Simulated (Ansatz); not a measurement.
Sn(Cl)(SH)3 (ClH3S3Sn), SMILES [Sn]([Cl])([SH])([SH])[SH].

Geometry optimised at B3LYP-D3(BJ)/def2-SVP. The structure was generated by enumeration; whether it is a known compound was not checked. The def2 effective core potentials stand for the cores of Sn; spin–orbit coupling is left out. Other conformers were not sampled.

Two levels are set side by side: PBE/def2-SVPD (Ansatz, a program for electronic structure) and PBE0/def2-SVPD (Ansatz). Energy differences of separate SCF runs at the same geometry; the states with an electron removed or added have multiplicity 2 and 2. Differences are taken from unrounded values.

```
quantity                           PBE0
---------------------------------  ----
vertical ionisation energy (eV)    9.78
vertical electron affinity (eV)    1.34
vertical singlet–triplet gap (eV)  3.72
```

Q: What does PBE give, and how far is it from PBE0? (Estimate from the structure and the level; the computed values follow.)

A: 
```csv
quantity,PBE,PBE minus PBE0
vertical ionisation energy (eV),9.25,-0.53
vertical electron affinity (eV),1.44,0.10
vertical singlet–triplet gap (eV),3.15,-0.56
```
